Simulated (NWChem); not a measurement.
System: MgNH2F; SMILES [Mg]([NH2])[F]

```xyz
5

Mg     0.0000     0.0000    -0.0753
F      0.0000     0.0000    -1.8384
N      0.0000     0.0000     1.8044
H      0.0000    -0.8161     2.4092
H      0.0000     0.8161     2.4092
```
Atoms are numbered in this order, from 1.

The geometry was optimised at PBE0/def2-SVP.

Symmetry labels are those of C2v in the frame above (b1 and b2, or b-type labels, depend on it).

Question: List the 4 lowest vertical singlet excitations from PBE0/def2-SVPD, TDA (NWChem).

Answer: 
| state | energy (eV) | oscillator strength | symmetry | leading excitation (squared amplitude) |
|---|---|---|---|---|
| S1 | 4.10 | 0.059 | b1 | HOMO → LUMO (0.99) |
| S2 | 5.41 | 0.000 | a2 | HOMO → LUMO+1 (0.97) |
| S3 | 6.08 | 0.021 | b1 | HOMO → LUMO+3 (0.96) |
| S4 | 6.17 | 0.027 | a1 | HOMO → LUMO+2 (0.94) |
